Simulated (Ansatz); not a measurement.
`[F][Sn][SH]` + NH₃ → `[NH2][Sn][F]` + H₂S  (ligand exchange at the Sn–S bond)

Isolated molecules relaxed with PBE0-D4/def2-TZVP in Ansatz; ΔE leaves out vibrations. CCSD(T)/CBS adds triple-zeta CCSD(T) − MP2 to the extrapolated MP2 energy (def2 sets, frozen cores). This one scheme is used for every species. Functionals use def2-TZVPP. Elements past krypton have def2 core potentials. For Sn outer-core shells are correlated without core-valence functions, which leaves a few kJ/mol of doubt a bond. Each species was taken in one conformer, which may not be the lowest.

`[F][Sn][SH]`:

Cartesian coordinates in Å:
```
F 1.583 0.644 -0.268
Sn 0.858 -1.154 -0.063
S -1.423 -0.383 0.230
H -1.018 0.893 0.101
```

NH₃:

```xyz
4

N     0.272   -0.032    0.066
H    -0.335   -0.398    0.789
H     0.029    0.943   -0.061
H     0.034   -0.512   -0.793
```

`[NH2][Sn][F]`:

Cartesian coordinates in Å:
```
N 0.391 0.139 -0.578
Sn 0.232 -0.952 1.095
F -1.457 -0.098 1.570
H 1.141 0.092 -1.250
H -0.307 0.820 -0.837
```

H₂S:

Z-matrix (Å, degrees):
```
S
H 1 1.341
H 1 1.341 2 92.3
```

Question: Is it downhill or uphill in electronic energy at CCSD(T)/CBS, and by how much? (An estimate is asked.)

Answer: Computed: Uphill: ΔE = +0.56 eV.

Question: What do these levels give: ωB97X-V, PBE-QIDH, PBE, CCSD(T)/def2-SVP, HF/def2-TZVPP, CCSD/def2-TZVPP? (Best estimate.)

Answer: Computed: ωB97X-V 0.53, PBE-QIDH 0.59, PBE 0.63, CCSD(T)/def2-SVP 0.54, HF/def2-TZVPP 0.55, CCSD/def2-TZVPP 0.51 eV.

Largest T1 diagnostic among the species: 0.017.

Leaving LDA and LC-ωPBE aside and taking each functional with its dispersion term where it has one, the values, not all of them listed here, spread over 0.13 eV, from CAM-B3LYP-D4 to HSE06-D4. LDA lies −0.05 eV from PBE without D4.
